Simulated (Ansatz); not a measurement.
Spectroscopic constants of TeCl, multiplicity 2 (lowest of 2S+1 = 2, 4 at CCSD(T)/def2-TZVPP on PBE0 minima; our sources give no spin for the ground state, which may be another). No spin–orbit coupling.

The constants come from a fifth-degree fit in 1/R (seven points, main isotopes). Runs in def2 and cc sets follow the lowest solution found near the PBE0 minimum.

The values were computed with Ansatz (an electronic-structure program).  In def2 rows elements past Kr take small-core potentials, without spin–orbit coupling.

Energies at wB97M-V/def2-TZVPP:

```csv
R (Å),E (hartree)
2.149513,-728.17625982
2.207295,-728.18248419
2.260455,-728.18546588
2.320549,-728.18633554
2.380643,-728.18512833
2.449982,-728.18177996
2.530878,-728.17595699
```

With a reduced mass of 27.5522 u, find the minimum, the force constant and the constants.

A fifth-degree polynomial in 1/R puts the minimum at r_e = 2.3132 Å with force constant 258 N/m. Then ω_e = (1/2πc)√(k/μ) = 398 cm⁻¹ and B_e = h/(8π²cμr_e²) = 0.1143 cm⁻¹; the cubic and quartic terms give α_e = 0.00046 and ω_e x_e = 1.1 cm⁻¹.
